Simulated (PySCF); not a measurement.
All values below come from PBE-D3(BJ)/def2-TZVP (PySCF 2.14.0). Isolated molecules, 0 K electronic values unless said otherwise. Excitations are Tamm–Dancoff values on a coarser integration grid. The basis has no diffuse functions, so Rydberg states are missing or too high.

Reference species (SMILES): `FC=C=C` (neutral, multiplicity 1).

LUMO: -1.79 eV
S1 excitation (TDA): 4.61 eV

Changed species: `C#CCF`.

Problem. Predict the effect on the LUMO and S1 excitation (TDA).

Solution. the LUMO goes up by 0.63 eV, to -1.16 eV; the S1 excitation (TDA) increases by 1.23 eV, to 5.84 eV.
